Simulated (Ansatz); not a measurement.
`O[Si@@H](Cl)O[Si@H](F)Cl` and `O[SiH](Cl)O[SiH2]Cl` differ in one atom or group.

Ansatz, PBE0-D4/def2-TZVP geometries, multiplicity 1. Each molecule was computed in one conformer, which needn't be the lowest.

```
                                      property  `O[Si@@H](Cl)O[Si@H](F)Cl`
           HOMO energy (B3LYP/def2-TZVPP) / eV                       -9.11
          HOMO–LUMO gap (PBE0/def2-TZVPP) / eV                        9.96
         HOMO energy (ωB97M-V/def2-TZVPP) / eV                      -11.72
size of the dipole moment (PBE/def2-TZVPP) / D                        0.54
            LUMO energy (PBE0/def2-TZVPP) / eV                        0.56
           HOMO–LUMO gap (PBE/def2-TZVPP) / eV                        7.51
```

Task: What does the change do to each property? (Estimate.)

Result: Computed: 
```tsv
property	`O[SiH](Cl)O[SiH2]Cl`	shift
HOMO energy (B3LYP/def2-TZVPP) / eV	-8.84	0.27
HOMO–LUMO gap (PBE0/def2-TZVPP) / eV	9.25	-0.71
HOMO energy (ωB97M-V/def2-TZVPP) / eV	-11.34	0.38
size of the dipole moment (PBE/def2-TZVPP) / D	1.03	0.49
LUMO energy (PBE0/def2-TZVPP) / eV	0.17	-0.39
HOMO–LUMO gap (PBE/def2-TZVPP) / eV	6.92	-0.59
```

With PBE0 the HOMO rises by 0.32 eV and the LUMO falls by 0.39 eV, so the gap narrows by about 0.71 eV. PBE moves the HOMO by 0.23 eV and ωB97M-V by 0.38 eV. Dipoles are sizes alone; their direction can turn.

B3LYP here is the variant with VWN-RPA as its local correlation; programs differ in this.
